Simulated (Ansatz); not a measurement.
`BBBr` + HCl → `ClBBr` + BH₃ at 700 K and 1 bar (cleavage of the B–B bond).

Computed with Ansatz on PBE0-D4/def2-TZVP structures; ΔE is electronic, products minus reactants. CCSD(T)/CBS adds triple-zeta CCSD(T) − MP2 to the extrapolated MP2 energy (def2 sets, frozen cores). This one scheme is used for every species. For Br outer-core shells are correlated without core-valence functions, which leaves a few kJ/mol of doubt a bond. Scalar relativity is left out up to krypton.

```json
{"species": "`BBBr`", "CCSD(T)/CBS energy (Eh)": "-2624.69394", "H − E (kJ/mol)": "133.9", "S (J/(mol·K))": "363.3"}
{"species": "HCl", "CCSD(T)/CBS energy (Eh)": "-460.38127", "H − E (kJ/mol)": "38.4", "S (J/(mol·K))": "211.8"}
{"species": "`ClBBr`", "CCSD(T)/CBS energy (Eh)": "-3058.55678", "H − E (kJ/mol)": "74.5", "S (J/(mol·K))": "336.7"}
{"species": "BH₃", "CCSD(T)/CBS energy (Eh)": "-26.55200", "H − E (kJ/mol)": "96.5", "S (J/(mol·K))": "225.0"}
```

H − E and S are ideal-gas, rigid-rotor, harmonic terms from PBE0-D4/def2-TZVP. 1 Eh = 2625.50 kJ/mol, R = 8.31446 J/(mol·K).

**Question.** By hand: ΔE, ΔH, ΔS and ΔG.

**Answer.** ΔE = (-3058.55678) + (-26.55200) − (-2624.69394) − (-460.38127) = -0.03357 Eh = -88.1 kJ/mol. Δ(H − E) = 74.5 + 96.5 − 133.9 − 38.4 = -1.3, so ΔH = -89.4 kJ/mol. ΔS = 336.7 + 225.0 − 363.3 − 211.8 = -13.4 J/(mol·K). ΔG = -89.4 − 700 × (-13.4)/1000 = -80.0 kJ/mol.

**Question.** By hand: the equilibrium constant, and the temperature at which ΔG would vanish if ΔH and ΔS stayed fixed.

**Answer.** log₁₀ K = −ΔG/(RT ln 10) = 6.0. ΔG = 0 at ΔH/ΔS = 6672 K, far beyond where these terms or the molecules hold.

The number of gas molecules stays the same, so ΔS is small and ΔH decides. A doubt of 5 kJ/mol in ΔE shifts log₁₀ K by 0.4 here. These are equilibria of isolated gas molecules and say nothing of rates. Largest T1 diagnostic: 0.011 (customary marks: 0.02 for closed shells, 0.045 for open ones).
